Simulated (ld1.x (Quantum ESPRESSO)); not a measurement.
# u(r) = r·R(r): atom against pseudo-atom (ruthenium)

Columns: radius, all-electron u(r) and pseudo u(r) of the 4s shell (level -71.97 eV) of ruthenium in the configuration [Ar] 3d10 4s2 4p6 4d7 5s0.75 5p0.25; PW91, non-relativistic, RRKJ scheme, ld1.x (Quantum ESPRESSO) 7.5.

| r (bohr) | all-electron | pseudo |
| --- | --- | --- |
| 0.105 | -0.4031 | -0.0295 |
| 0.210 | 0.2572 | -0.0786 |
| 0.315 | 0.6248 | -0.1692 |
| 0.420 | 0.3566 | -0.3184 |
| 0.525 | -0.1493 | -0.5248 |
| 0.630 | -0.6130 | -0.7588 |
| 0.735 | -0.9310 | -0.9693 |
| 0.840 | -1.0966 | -1.1066 |
| 0.945 | -1.1403 | -1.1473 |
| 1.050 | -1.1005 | -1.1043 |
| 1.155 | -1.0114 | -1.0117 |
| 1.260 | -0.8987 | -0.8987 |
| 1.365 | -0.7793 | -0.7793 |
| 1.470 | -0.6637 | -0.6637 |
| 1.575 | -0.5576 | -0.5576 |
| 1.680 | -0.4635 | -0.4635 |
| 1.785 | -0.3822 | -0.3822 |
| 1.890 | -0.3130 | -0.3130 |
| 1.995 | -0.2550 | -0.2550 |
| 2.100 | -0.2069 | -0.2069 |
| 2.205 | -0.1672 | -0.1672 |
| 2.310 | -0.1348 | -0.1348 |
| 2.415 | -0.1083 | -0.1083 |
| 2.520 | -0.0869 | -0.0869 |
| 2.625 | -0.0695 | -0.0695 |
| 2.730 | -0.0556 | -0.0556 |

Problem. How many radial nodes do the two functions have?

Solution. The all-electron 4s function has n − l − 1 = 3 (the table is too coarse to show those close to the nucleus); the pseudo-wave has 0, since the states of the same l below it are removed with the core.

Problem. At about which radius was the pseudo-wave matched?

Solution. 1.20 bohr, where the columns begin to agree (steps of 0.10 bohr).

Problem. Is the pseudo-wave norm-conserving?

Solution. Yes: the RRKJ scheme keeps the norm inside the radius equal to the all-electron one, which fixes the energy derivative of the logarithmic derivative at the level.
